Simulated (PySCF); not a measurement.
## Electron correlation in Se¹⁶⁺ (selenium, charge +16)

[Ar], closed-shell 1S. Calculation: PySCF 2.14, in an uncontracted even-tempered set (19 s from 1.4 bohr⁻², ratio 2.5; 12 p from 1.8 bohr⁻², ratio 2.5; 5 d from 10 bohr⁻², ratio 2.7; 4 f from 16 bohr⁻², ratio 2.7); scalar relativity by spin-free X2C-1e. Frozen: 1s2; 16 electrons correlated; the 22 highest virtual orbitals of each spin left out.

| level | correlation energy (mhartree) |
| --- | --- |
| CCSD | -620.35 |
| (T) | -2.69 |
| CCSD(T) | -623.04 |

Diagnostics: T1 = 0.00096, D1 = 0.0022, largest double amplitude 0.025.

Cost of the coupled-cluster step: of the order of 11 core-seconds, for 16 correlated electrons.

At this charge the one-electron X2C treatment keeps the bare 1/r₁₂, with no two-electron picture change or Breit term. The effect here is smaller than on the frozen 1s shell; and a scalar Hamiltonian misses the large spin-orbit splitting of the p shells, which matters for ns² → np² pairs.
